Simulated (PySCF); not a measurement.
**Os²⁺: excitation energy**

Os²⁺ [Xe] 4f14 5d6 (5D) → Os²⁺ [Xe] 4f14 5d5 6s1 (7S), as a difference of total energies. Calculation: PySCF 2.14, in aug-cc-pVTZ-PP with ECP60MDF; a scalar-relativistic core potential. Correlated levels: valence: 5s2 5p6 frozen. The calculations carry no spin-orbit coupling.

```json
{"method": "UHF", "excitation energy (eV)": "-0.675"}
{"method": "LDA", "excitation energy (eV)": "-0.230"}
{"method": "PBE", "excitation energy (eV)": "-0.138"}
{"method": "PBE0", "excitation energy (eV)": "-0.076"}
{"method": "r2SCAN", "excitation energy (eV)": "-0.620"}
{"method": "B97-3", "excitation energy (eV)": "0.398"}
{"method": "PBEsol", "excitation energy (eV)": "-0.267"}
{"method": "CAM-B3LYP", "excitation energy (eV)": "0.288"}
{"method": "B2PLYP", "excitation energy (eV)": "0.228"}
{"method": "MP2 (valence)", "excitation energy (eV)": "-0.072"}
{"method": "SCS-MP2 (valence)", "excitation energy (eV)": "0.595"}
```

Task: How much does correlation contribute at MP2 (valence)?

Result: -0.072 − (-0.675) = 0.603 eV, measured against UHF.
